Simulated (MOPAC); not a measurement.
Input file for MOPAC: PM3 on GeH4 (SMILES [GeH4]).

```
PM3 1SCF PRECISE CHARGE=0 THREADS=1
GeH4

Ge     0.21330108 1    -0.07963028 1     3.37867452 1
H      0.18560987 1     1.44388290 1     3.55044762 1
H     -0.99329539 1    -0.50335029 1     2.51555253 1
H      0.09827272 1    -0.77198086 1     4.74281255 1
H      1.50254192 1    -0.51087463 1     2.66931441 1
```

The log:

```
*******************************************************************************
 **                                                                           **
 **                              MOPAC v23.2.5                                **
 **                                                                           **
 *******************************************************************************
 ** MOPAC's Digital Object Identifier: https://doi.org/10.5281/zenodo.6511958 **
 **                                                                           **
 ** Please cite the open-source release paper for use of this MOPAC version:  **
 ** J. E. Moussa and J. J. P. Stewart (2026)                                  **
 ** MOPAC: An open-source semiempirical molecular orbital program             **
 ** J. Open Source Softw., 11(119), 8025, https://doi.org/10.21105/joss.08025 **
 *******************************************************************************

                              PM3 CALCULATION RESULTS

 *******************************************************************************
 *  PM3        - The PM3 Hamiltonian to be used
 *
 *
 *
 *                 CHARGE ON SYSTEM = 0
 *
 *
 *
 *  PRECISE    - TIGHTER CRITERIA TO BE USED
 *  1SCF       - DO 1 SCF AND THEN STOP
 *  THREADS=1  - MULTI-THREADING NOT USED
 *  T=         - A TIME OF 172800.0 SECONDS REQUESTED
 *  DUMP=N     - RESTART FILE WRITTEN EVERY 7200.0 SECONDS REQUESTED
 *******************************************************************************
PM3 1SCF PRECISE CHARGE=0 THREADS=1
 GeH4

   ATOM   CHEMICAL          X               Y               Z
  NUMBER   SYMBOL      (ANGSTROMS)     (ANGSTROMS)     (ANGSTROMS)

     1      Ge          0.21330108  *  -0.07963028  *   3.37867452  *
     2       H          0.18560987  *   1.44388290  *   3.55044762  *
     3       H         -0.99329539  *  -0.50335029  *   2.51555253  *
     4       H          0.09827272  *  -0.77198086  *   4.74281255  *
     5       H          1.50254192  *  -0.51087463  *   2.66931441  *



          CARTESIAN COORDINATES

    NO.       ATOM           X           Y           Z

     1        Ge          0.2133     -0.0796      3.3787
     2         H          0.1856      1.4439      3.5504
     3         H         -0.9933     -0.5034      2.5156
     4         H          0.0983     -0.7720      4.7428
     5         H          1.5025     -0.5109      2.6693

  H: (PM3): J. J. P. STEWART, J. COMP. CHEM. 10, 209 (1989).
 Ge: (PM3): J. J. P. STEWART, J. COMP. CHEM. 12, 320-341 (1991).

           Empirical Formula: H4 Ge  =     5 atoms



      MOLECULAR POINT GROUP   :   C1


      RHF CALCULATION, NO. OF DOUBLY OCCUPIED LEVELS = 4


 -------------------------------------------------------------------------------
 PM3 1SCF PRECISE CHARGE=0 THREADS=1
 GeH4



     1SCF WAS SPECIFIED, SO BFGS WAS NOT USED
     SCF FIELD WAS ACHIEVED


                              PM3 CALCULATION
                                                       MOPAC v23.2.5 Linux




          FINAL HEAT OF FORMATION =         32.74676 KCAL/MOL =     137.01244 KJ/MOL


          COSMO AREA              =         80.00 SQUARE ANGSTROMS
          COSMO VOLUME            =         66.03 CUBIC ANGSTROMS

          IONIZATION POTENTIAL    =         12.223365 EV
          HOMO LUMO ENERGIES (EV) =        -12.223  0.396
          NO. OF FILLED LEVELS    =          4
          MOLECULAR WEIGHT        =         76.6216         POINT GROUP:  C1

          MOLECULAR DIMENSIONS (Angstroms)

            Atom       Atom       Distance
            H     5    H     4     2.51784
            H     2    H     3     2.50050
            H     2    H     4     1.77164


          SCF CALCULATIONS        =          1





   ATOM   CHEMICAL          X               Y               Z
  NUMBER   SYMBOL      (ANGSTROMS)     (ANGSTROMS)     (ANGSTROMS)

     1      Ge          0.21330108  *  -0.07963028  *   3.37867452  *
     2       H          0.18560987  *   1.44388290  *   3.55044762  *
     3       H         -0.99329539  *  -0.50335029  *   2.51555253  *
     4       H          0.09827272  *  -0.77198086  *   4.74281255  *
     5       H          1.50254192  *  -0.51087463  *   2.66931441  *

                             CARTESIAN COORDINATES

   1   Ge        0.213301080    -0.079630280     3.378674520
   2    H        0.185609870     1.443882900     3.550447620
   3    H       -0.993295390    -0.503350290     2.515552530
   4    H        0.098272720    -0.771980860     4.742812550
   5    H        1.502541920    -0.510874630     2.669314410


           Empirical Formula: H4 Ge  =     5 atoms



      MOLECULAR POINT GROUP   :   C1


                  EIGENVALUES
 -16.03860 -12.30869 -12.30579 -12.22337   0.39609   0.45849   0.45862   3.67007


              NET ATOMIC CHARGES AND DIPOLE CONTRIBUTIONS

  ATOM NO.   TYPE          CHARGE      No. of ELECS.   s-Pop       p-Pop
    1         Ge           0.276573        3.7234     0.64733     3.07609
    2          H          -0.070461        1.0705     1.07046
    3          H          -0.065586        1.0656     1.06559
    4          H          -0.070054        1.0701     1.07005
    5          H          -0.070472        1.0705     1.07047
 DIPOLE           X         Y         Z       TOTAL
 POINT-CHG.    -0.008    -0.003    -0.005     0.010
 HYBRID        -0.010    -0.004    -0.006     0.013
 SUM           -0.019    -0.007    -0.011     0.023


          ATOMIC ORBITAL ELECTRON POPULATIONS

     Atom    s        px        py        pz
    1 Ge   0.64733   1.02661   1.02366   1.02582
    2  H   1.07046
    3  H   1.06559
    4  H   1.07005
    5  H   1.07047

 **********************
 *                    *
 * JOB ENDED NORMALLY *
 *                    *
 **********************




 == MOPAC DONE ==
```

The run finished.

Cost: around 0.03 core-seconds (rough).
